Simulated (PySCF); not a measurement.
First SCF of a structure search on doublet HgH₂⁻, at a hand-made bent geometry. PySCF input:

```python
from pyscf import gto, scf, dft
mol = gto.M(atom='''
Hg     0.000000     0.000000     0.000000
H      1.351600     0.000000     0.946400
H     -1.351600     0.000000     0.946400''',
    basis={'Hg': 'def2-TZVPD', 'H': 'def2-TZVPD'},
    ecp={'Hg': 'def2-TZVPD'},
    charge=-1, spin=1)
mf = dft.UKS(mol, xc='PBE0')
mf.grids.atom_grid = (50, 194)
aux = {'Hg': 'def2-universal-JKFIT', 'H': 'def2-universal-JKFIT'}
mf = mf.density_fit(auxbasis=aux)
mf.conv_tol = 1e-08
mf.diis_space = 10
mf.max_cycle = 60
mf.init_guess = 'minao'
mf.verbose = 4
mf.kernel()
```

Excerpt of the output (cycles alone):

```
init E= -135.025050839707
cycle= 1 E= -153.709911815348  delta_E= -18.7  |g|= 1.53  |ddm|= 8.26
cycle= 2 E= -139.969417835343  delta_E= 13.7  |g|= 4.67  |ddm|= 40.5
cycle= 3 E= -154.559624802603  delta_E= -14.6  |g|= 0.225  |ddm|= 40.4
cycle= 4 E= -154.606815728688  delta_E= -0.0472  |g|= 0.127  |ddm|= 1.48
cycle= 5 E= -154.613201514485  delta_E= -0.00639  |g|= 0.0442  |ddm|= 0.267
cycle= 6 E= -154.614052021705  delta_E= -0.000851  |g|= 0.00711  |ddm|= 0.0567
cycle= 7 E= -154.614092340442  delta_E= -4.03e-05  |g|= 0.00114  |ddm|= 0.0277
cycle= 8 E= -154.614095154006  delta_E= -2.81e-06  |g|= 0.000275  |ddm|= 0.00995
cycle= 9 E= -154.614095361958  delta_E= -2.08e-07  |g|= 7.35e-05  |ddm|= 0.0035
cycle= 10 E= -154.614095368521  delta_E= -6.56e-09  |g|= 1.51e-05  |ddm|= 0.000419
Extra cycle  E= -154.614095368739  delta_E= -2.18e-10  |g|= 1.48e-05  |ddm|= 0.000134
converged SCF energy = -154.614095368739  <S^2> = 0.75253769  2S+1 = 2.0025361
```

No lower solution of this spin was found from smeared starts or by a stability analysis within the unrestricted form.

With an element this heavy the missing spin–orbit coupling can shift these numbers.

The search for the lowest solution, 3 starts and the stability check together, took 49 s on 2 threads of a shared Intel Xeon @ 2.50GHz (Skylake/Cascade Lake) host, with 64 basis functions; the process peaked at 0.32 GiB. Launch command: `OMP_NUM_THREADS=2 python axn.py task.json out`.
